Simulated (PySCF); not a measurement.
The complex [V(H2O)6]3+ (charge +3) contains V(III), shell d2. The structure is a PBE0-D3(BJ)/def2-SVP, IEF-PCM water geometry optimised for multiplicity 3; coordination octahedral, point group D2h, metal–donor distances 1.94–2.01 Å.

Method (PySCF 2.14, density fitting): CASSCF(2,5) with orbitals averaged over all microstates of the shell, strongly contracted NEVPT2 on the averaged canonical orbitals; basis x2c-TZVPall on the metal, x2c-SVPall elsewhere; spin-free X2C; IEF-PCM water; spin-orbit coupling by state interaction with the mean-field operator over all roots.

CASSCF energies above the lowest CASSCF root:

```
           state  CASSCF / cm⁻¹
3B3g (from 3T1g)              0
3B2g (from 3T1g)            626
3B1g (from 3T1g)            661
1B3g (from 1T2g)          13825
  1Ag (from 1Eg)          14158
1B2g (from 1T2g)          14444
3B2g (from 3T2g)          14478
1B1g (from 1T2g)          14672
3B3g (from 3T2g)          15084
  1Ag (from 1Eg)          15144
3B1g (from 3T2g)          16519
3B1g (from 3T1g)          26922
3B2g (from 3T1g)          29127
 1Ag (from 1A1g)          29314
3B3g (from 3T1g)          29857
1B2g (from 1T2g)          30217
1B3g (from 1T2g)          30782
 3Ag (from 3A2g)          32073
1B1g (from 1T2g)          32295
1B1g (from 1T1g)          32850
1B2g (from 1T1g)          35329
1B3g (from 1T1g)          36118
```

Q: How does dynamic correlation (SC-NEVPT2) move these states?

A: 
| state | NEVPT2 / cm⁻¹ | shift / cm⁻¹ |
| --- | --- | --- |
| 3B3g (from 3T1g) | 0 | 0 |
| 3B2g (from 3T1g) | 795 | +169 |
| 3B1g (from 3T1g) | 827 | +166 |
| 1B3g (from 1T2g) | 11890 | -1934 |
| 1Ag (from 1Eg) | 12128 | -2030 |
| 1B2g (from 1T2g) | 12671 | -1773 |
| 3B2g (from 3T2g) | 16415 | +1937 |
| 1B1g (from 1T2g) | 12830 | -1842 |
| 3B3g (from 3T2g) | 17169 | +2086 |
| 1Ag (from 1Eg) | 13271 | -1874 |
| 3B1g (from 3T2g) | 18651 | +2132 |
| 3B1g (from 3T1g) | 25833 | -1089 |
| 3B2g (from 3T1g) | 28175 | -952 |
| 1Ag (from 1A1g) | 26500 | -2814 |
| 3B3g (from 3T1g) | 29056 | -801 |
| 1B2g (from 1T2g) | 29897 | -320 |
| 1B3g (from 1T2g) | 30624 | -158 |
| 3Ag (from 3A2g) | 35927 | +3854 |
| 1B1g (from 1T2g) | 32150 | -146 |
| 1B1g (from 1T1g) | 32485 | -365 |
| 1B2g (from 1T1g) | 35064 | -265 |
| 1B3g (from 1T1g) | 35991 | -127 |

NEVPT2 lifts 3B3g (from 3T2g) from 15084 to 17169 cm⁻¹; on the d shell alone it tends to overshoot states that fill the eg-type orbitals. NEVPT2 on the d shell alone tends to put d–d bands too high for such charged or covalently bound ions.
